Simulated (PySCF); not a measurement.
C4HBF2.
SMILES with atom numbers: `[CH:1]#[C:2][C:3]#[C:4][B:5]([F:6])[F:7]` (hydrogens: H8 on C1)

Theory: MP2 and CCSD/aug-cc-pVDZ in PySCF, restricted Hartree–Fock reference, 7 core orbitals frozen, non-relativistic, gas phase, PBE0-D3(BJ)/def2-SVP geometry.

E(HF) = -375.66598 Eh.

Task: How large is the problem?

Result: 170 basis functions and 48 electrons; 7 orbitals frozen, which leaves o = 17 correlated occupied and v = 146 virtual orbitals. That is o·v = 2482 singles and o·v(o·v + 1)/2 = 3081403 distinct closed-shell doubles amplitudes before symmetry; the costliest CCSD step grows as o²v⁴ = 1.3 × 10^11.

Task: What are the MP2 and CCSD correlation energies?

Result: MP2 -0.9850 Eh and CCSD -0.9992 Eh, which gives totals of -376.65095 and -376.66520 Eh. That is 0.800 eV for each correlated electron at CCSD (2623 kJ/mol in all, 0.265 % of the total energy); MP2 gives 98.6 % of the CCSD value.

Task: What is the T1 diagnostic?

Result: 0.0149, below the customary warning level of 0.02. It is the norm of the spatial-orbital singles amplitudes over the root of the number of correlated electrons, so the norm is 0.087.

Task: How does correlation change the dipole moment?

Result: HF gives 2.66 D and CCSD (unrelaxed density) 2.28 D, a change of -0.38 D.

No triples correction and no basis-set extrapolation were made.

The job also held the EOM ionisation roots. On one thread, Arm Neoverse V2 (aarch64), shared host with 32 logical CPUs at a one-minute load of 26, this took 10 min of wall time and 3.0 GiB of memory at its peak.
